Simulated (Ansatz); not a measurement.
Ag4O⁻. Total charge -1; doublet. Geometry PBE-D4/def2-SVPD, basis def2-TZVPD, Ansatz.

```xyz
5

O     0.690   -1.460    0.181
Ag    1.578    0.579   -0.132
Ag   -1.062    1.791   -0.462
Ag   -0.378   -0.125    1.639
Ag   -0.827   -0.785   -1.227
```

```tsv
run	HOMO (eV)	LUMO (eV)
A	0.25	0.43
B	0.48	0.68
C	0.09	1.33
D	0.34	0.68
E	-0.21	1.94
F	-0.67	2.05
```

In the def2 sets Ag takes a core potential; there is no spin–orbit coupling. Another isomer (doublet) lies 0.70 eV lower at PBE0-D4/def2-TZVPD; other spin states weren't run for this one.

HOMO and LUMO are taken over both spins.

Question: The runs used BHLYP, CAM-B3LYP, LDA (SPW92), PBE, PBE0, r2SCAN. Estimate which is which.

Answer: A LDA (SPW92) (0 % exact exchange); B PBE (0 % exact exchange); C PBE0 (25 % exact exchange); D r2SCAN (0 % exact exchange); E BHLYP (50 % exact exchange); F CAM-B3LYP (range-separated). Exact exchange lowers occupied and raises empty levels; among semilocal functionals meta-GGAs tend to open the gap a little, and such runs are hard to tell apart. The gap grows from 0.17 eV (LDA (SPW92)) to 2.72 eV (CAM-B3LYP). At LDA (SPW92)/def2-TZVPD, PBE-D4/def2-TZVPD, PBE0-D4/def2-TZVPD, r2SCAN-D4/def2-TZVPD the highest occupied level of the charge -1 doublet lies above zero (up to 0.48 eV). The electron is either unbound and held by the finite basis, or the level is raised by self-interaction error.
